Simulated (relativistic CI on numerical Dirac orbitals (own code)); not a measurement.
Level scheme of Eu IV

These numbers are calculated, not measured: Dirac-Coulomb-Breit CI, KLI orbitals optimised for each configuration, QED by a radiative potential, valence Slater integrals scaled by 0.7 (own radial code, finite nucleus).

Configurations in the expansion (outside the closed core [Xe]): 4f⁶.

The lowest level is 4f⁶ ⁷F0, with 89 % of that term; Hund's rules for 4f⁶ give ⁷F with J = 0, in agreement.

```tsv
No.	Configuration	Term	J	E (eV)	%	Next component (%)	jj configuration (%)
1	4f⁶	⁷F	0	0.0000	89	10 ⁵D	4f5/2^4 4f7/2^2 (54)
2	4f⁶	⁷F	1	0.0564	92	8 ⁵D	4f5/2^3 4f7/2^3 (42)
3	4f⁶	⁷F	2	0.1484	94	5 ⁵D	4f5/2^4 4f7/2^2 (49)
4	4f⁶	⁷F	3	0.2599	96	3 ⁵D	4f5/2^3 4f7/2^3 (46)
5	4f⁶	⁷F	4	0.3811	97	1 ⁵G	4f5/2^3 4f7/2^3 (45)
6	4f⁶	⁷F	5	0.5058	96	3 ⁵G	4f5/2^3 4f7/2^3 (40)
7	4f⁶	⁷F	6	0.6294	94	6 ⁵G	4f5/2^3 4f7/2^3 (35)
8	4f⁶	⁵D	0	1.6057	70	19 ³P	4f5/2^6 (54)
9	4f⁶	⁵D	1	1.8372	82	10 ³P	4f5/2^5 4f7/2 (51)
10	4f⁶	⁵D	2	2.1423	90	4 ⁷F	4f5/2^4 4f7/2^2 (46)
11	4f⁶	⁵L	6	2.3829	85	10 ³K	4f5/2^3 4f7/2^3 (30)
12	4f⁶	⁵D	3	2.4864	91	3 ⁵F	4f5/2^3 4f7/2^3 (46)
13	4f⁶	⁵L	7	2.5254	91	6 ³K	4f5/2^4 4f7/2^2 (46)
14	4f⁶	⁵L	8	2.6419	94	2 ³K	4f5/2^3 4f7/2^3 (57)
15	4f⁶	⁵G	2	2.6489	89	10 ³F	4f5/2^4 4f7/2^2 (36)
16	4f⁶	⁵G	6	2.6596	55	19 ⁵H	4f5/2^4 4f7/2^2 (40)
17	4f⁶	⁵G	5	2.6761	62	26 ⁵H	4f5/2^4 4f7/2^2 (46)
18	4f⁶	⁵G	3	2.6788	77	17 ⁵H	4f5/2^3 4f7/2^3 (50)
19	4f⁶	⁵G	4	2.6860	68	24 ⁵H	4f5/2^3 4f7/2^3 (41)
20	4f⁶	⁵L	9	2.7300	94	4 ³M	4f5/2^3 4f7/2^3 (53)
21	4f⁶	⁵L	10	2.7732	91	8 ³M	4f5/2^3 4f7/2^3 (42)
22	4f⁶	⁵D	4	2.8693	88	6 ⁵F	4f5/2^2 4f7/2^4 (41)
23	4f⁶	⁵H	7	3.1215	71	19 ⁵I	4f5/2^3 4f7/2^3 (55)
24	4f⁶	⁵H	3	3.1225	75	18 ⁵G	4f5/2^3 4f7/2^3 (46)
25	4f⁶	⁵H	4	3.1841	56	26 ⁵G	4f5/2^2 4f7/2^4 (40)
26	4f⁶	⁵H	6	3.2059	46	23 ⁵G	4f5/2^3 4f7/2^3 (54)
27	4f⁶	⁵H	5	3.2136	43	28 ⁵G	4f5/2^3 4f7/2^3 (45)
28	4f⁶	³P	0	3.2529	62	22 ⁵D	4f5/2^4 4f7/2^2 (41)
29	4f⁶	⁵F	2	3.4368	75	7 ³D	4f5/2^2 4f7/2^4 (29)
30	4f⁶	⁵F	3	3.4484	71	9 ⁵G	4f5/2^3 4f7/2^3 (27)
31	4f⁶	⁵I	4	3.4624	67	15 ⁵H	4f5/2^3 4f7/2^3 (34)
32	4f⁶	⁵F	1	3.4956	91	6 ³D	4f5/2^3 4f7/2^3 (49)
33	4f⁶	⁵F	4	3.5099	65	11 ⁵G	4f5/2^4 4f7/2^2 (35)
34	4f⁶	⁵I	5	3.5199	38	26 ⁵H	4f5/2^3 4f7/2^3 (51)
35	4f⁶	⁵F	5	3.5641	78	9 ⁵G	4f5/2^4 4f7/2^2 (31)
36	4f⁶	⁵I	8	3.5721	86	9 ³K	4f5/2^3 4f7/2^3 (49)
37	4f⁶	⁵I	6	3.5804	40	29 ⁵H	4f5/2^3 4f7/2^3 (40)
38	4f⁶	⁵I	7	3.6562	63	22 ⁵H	4f5/2^2 4f7/2^4 (44)
39	4f⁶	⁵K	5	3.7393	52	28 ⁵I	4f5/2^3 4f7/2^3 (39)
40	4f⁶	³I	6	3.8399	26	22 ⁵I	4f5/2^3 4f7/2^3 (40)
41	4f⁶	³O	10	3.8456	63	13 ¹N	4f5/2^4 4f7/2^2 (62)
42	4f⁶	³P	1	3.8953	83	13 ⁵D	4f5/2^3 4f7/2^3 (50)
43	4f⁶	⁵K	6	3.8981	75	9 ³K	4f5/2^3 4f7/2^3 (39)
44	4f⁶	⁵K	8	3.9903	45	27 ³M	4f5/2^4 4f7/2^2 (46)
45	4f⁶	⁵G	2	4.0000	38	36 ³F	4f5/2^3 4f7/2^3 (36)
```

Energies count from the lowest computed level. Filled j subshells are mostly left out of the jj labels.

The mean weight of the leading LS term, summed over parents, in these 45 levels is 73 %, and that of the leading jj configuration (from the same eigenvectors) 44 %, so LS coupling describes them better.

One configuration and one scale for all Slater integrals: terms of lower spin can come out thousands of cm⁻¹ low, and their order can be wrong.

Landé's interval rule says that E(J) − E(J−1) = AJ with one A. For the ground term the intervals give A = 455.1, 370.9, 299.8, 244.4, 201.1, 166.1 cm⁻¹ for J = 1, 2, 3, 4, 5, 6; the multiplet is regular.

LS names give the leading component of a level, which can be under half, so a name can repeat, a term be missing and a line seem to break the LS rules.
